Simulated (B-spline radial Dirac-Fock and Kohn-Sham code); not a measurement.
# Total conversion coefficients of Pr against transition energy

Model: a Dirac-Hartree-Slater potential of the neutral atom with a Latter tail (no hole, which puts coefficients of high multipoles low close above an edge), finite nucleus with surface currents. Program: a radial finite-basis atomic code. Subshells within 1 keV of threshold and pair formation are left out.

```
energy (keV)        E1        E2        E4        E5        M4        M5
        11.5      16.9     35600  1.10e+09  1.44e+11  3.67e+09  3.94e+11
        18.8      4.36      3010  3.69e+07  2.53e+09  8.62e+07  6.04e+09
        18.9      4.29      2930  3.56e+07  2.43e+09  8.28e+07  5.78e+09
          20      3.67      2210  2.42e+07  1.55e+09  5.42e+07  3.60e+09
        33.7     0.847       165    686000  2.65e+07  1.17e+06  4.89e+07
        36.1     0.697       117    429000  1.56e+07    716000  2.80e+07
        44.8      2.17      46.0     98800  2.98e+06    156000  4.96e+06
          50      1.63      29.3     46900  1.29e+06     73900  2.08e+06
          51      1.55      27.1     41000  1.11e+06     64700  1.78e+06
         100     0.252      2.14       467      6860      1060     12400
         134     0.113     0.757      73.8       808       215      1790
         193    0.0418     0.215      8.60      63.7      33.0       191
         194    0.0412     0.212      8.35      61.5      32.1       185
         200    0.0379     0.191      7.04      50.2      27.6       155
         206    0.0350     0.173      5.98      41.3      23.9       130
         290    0.0142    0.0565      1.01      4.83      4.65      19.1
         312    0.0118    0.0449     0.707      3.15      3.32      12.9
         358   0.00837    0.0295     0.374      1.46      1.79      6.29
         362   0.00815    0.0285     0.356      1.38      1.70      5.94
         500   0.00378    0.0113    0.0925     0.275     0.429      1.21
         522   0.00343    0.0101    0.0784     0.226     0.360     0.984
         577   0.00274   0.00776    0.0541     0.146     0.241     0.620
         684   0.00190   0.00507    0.0299    0.0724     0.125     0.292
         780   0.00145   0.00371    0.0195    0.0439    0.0766     0.167
        1000  0.000893   0.00214   0.00924    0.0185    0.0320    0.0623
        1810  0.000317  0.000658   0.00201   0.00328   0.00506   0.00800
        1820  0.000315  0.000651   0.00199   0.00323   0.00498   0.00786
        1880  0.000299  0.000613   0.00184   0.00297   0.00454   0.00711
        2000  0.000270  0.000547   0.00160   0.00254   0.00382   0.00588
```

Question: How fast do they fall between 1820 and 2000 keV?

Answer: As powers of the energy: E1 E^-1.60, E2 E^-1.85, E4 E^-2.31, E5 E^-2.57, M4 E^-2.81, M5 E^-3.07. Within one type (E or M) the higher multipoles fall faster.

Values without a named source are computed, but for edge energies of neutral atoms, which are taken from tables.
